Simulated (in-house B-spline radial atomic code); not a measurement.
Response of the aluminium ion Al⁺ as one setting changes: the share of exact exchange in a PBE hybrid. A dash marks a strongly mixed or unbound state. Computed with an all-electron radial atomic-structure program (B-spline basis): linear response of the closed shell [Ne] 3s2 with the functional's adiabatic kernel; non-relativistic, point nucleus, no spin-orbit coupling, no double excitations, S, P, D and F terms only.

```
share of exact exchange in a PBE hybrid  lowest 1P (eV)  lowest 3P, Tamm-Dancoff (eV)  minus highest occupied level (eV)  α (bohr³)
                                      0   3s → 3p 7.360                 3s → 3p 4.400                             14.785      24.31
                                    0.1   3s → 3p 7.336                 3s → 3p 4.356                             15.167      24.51
                                    0.2   3s → 3p 7.311                 3s → 3p 4.312                             15.548      24.72
                                    0.3   3s → 3p 7.286                 3s → 3p 4.268                             15.928      24.93
                                    0.4               ?                             ?                                  ?          ?
                                    0.5   3s → 3p 7.232                 3s → 3p 4.180                             16.685      25.38
                                    0.6   3s → 3p 7.205                 3s → 3p 4.137                             17.062      25.61
                                    0.7   3s → 3p 7.177                 3s → 3p 4.093                             17.437      25.84
                                    0.8               ?                             ?                                  ?          ?
                                    0.9   3s → 3p 7.118                 3s → 3p 4.005                             18.185      26.34
                                      1   3s → 3p 7.088                 3s → 3p 3.962                             18.557      26.59
```

(1) What belongs in the row for 0.8?

(2) What belongs in the row for 0.4?

## Answers

(1) lowest 1P (eV): 3s → 3p 7.148; lowest 3P, Tamm-Dancoff (eV): 3s → 3p 4.049; minus highest occupied level (eV): 17.812; α (bohr³): 26.09.

(2) lowest 1P (eV): 3s → 3p 7.259; lowest 3P, Tamm-Dancoff (eV): 3s → 3p 4.224; minus highest occupied level (eV): 16.307; α (bohr³): 25.15.
